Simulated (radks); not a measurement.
Task: All-electron atom: Te I in [Kr] 4d10 5s2 5p3 5f1 (not the ground configuration). Method: scalar-relativistic Kohn-Sham, PBEsol, spin-polarised, spherical densities, point nucleus; open shells are filled with parallel spins first (spin-orbit coupling, left out, can overturn this in heavy ions); computed with a radial shooting solver on a logarithmic mesh with Libxc functionals. Some entries of the table are withheld. Estimate them.

orbital  occ.  eigenvalue (hartree)  r(max) (bohr)
1s up       1             -1162.051        0.01794
1s down     1             -1162.048        0.01794
2s up       1             -178.4486         0.1014
2s down     1             -178.4471         0.1014
2p up       3             -160.2462        0.08124
2p down     3             -160.2436        0.08124
3s up       1             -35.72906         0.2928
3s down     1             -35.72618         0.2928
3p up       3             -29.81313         0.2864
3p down     3             -29.80989         0.2864
3d up       5             -20.86215         0.2378
3d down     5             -20.85910         0.2378
4s up       1              -6.31583         0.7008
4s down     1              -6.30933         0.7009
4p up       3              -4.48168         0.7378
4p down     3              -4.47468         0.7380
4d up       5                   (1)         0.8112
4d down     5                   (2)         0.8108
5s up       1              -0.84784            (3)
5s down     1              -0.76672            (4)
5p up       3              -0.48946          2.108
5p down     0              -0.40315          2.088
5f up       1              -0.01432          31.87

Result: 
(1) 4d up eigenvalue (hartree): -1.81394
(2) 4d down eigenvalue (hartree): -1.80102
(3) 5s up r(max) (bohr): 1.786
(4) 5s down r(max) (bohr): 1.758
